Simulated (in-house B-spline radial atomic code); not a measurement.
Configurations of Mn4+, with energies counted from [Ar] 3d3. Level of theory: scalar-relativistic (X2C) RPBE, spin-polarised, spherical fractional occupations, Fermi nucleus of rms radius 3.7057 fm; calculated with an all-electron radial atomic-structure program (B-spline basis). Shells without spins written out take the highest spin.

Occupations are held fixed; configurations that lie above the ionisation limit could autoionise.

| configuration | E - E(ref) (eV) | highest orbital | its <r> (bohr) |
| --- | --- | --- | --- |
| [Ne] 3s2 3p5 3d4 | 44.707 | 3d up | 0.9527 |
| [Ar] 3d2 4f1 | 50.445 | 4f up | 3.37 |
| [Ne] 3s2 3p5 3d3 4p1 | 75.886 | 4p up | 2.276 |
| [Ne] 3s2 3p(3 up, 2 down) 3d(3 up, 0 down) 4p(0 up, 1 down) | 76.949 | 4p down | 2.333 |
| [Ne] 3s2 3p5 3d3 4d1 | 87.793 | 4d up | 2.776 |

Problem. Order these further configurations by energy, lowest first.
A. [Ne] 3s2 3p(2 up, 3 down) 3d(0 up, 3 down) 4d(1 up, 0 down)
B. [Ar] 3d2 4s1
C. [Ne] 3s2 3p5 3d3 4s1
D. [Ar] 3d(0 up, 2 down) 4d(0 up, 1 down)
E. [Ne] 3s2 3p(2 up, 3 down) 3d(0 up, 3 down) 4f(0 up, 1 down)

Solution. B (21.77 eV), D (41.751 eV), C (67.594 eV), A (88.451 eV), E (96.578 eV).

Problem. How far above the reference does [Ar] 3d2 4p1 lie?

Solution. 29.98 eV; its least bound orbital is 4p up with <r> = 2.293 bohr.
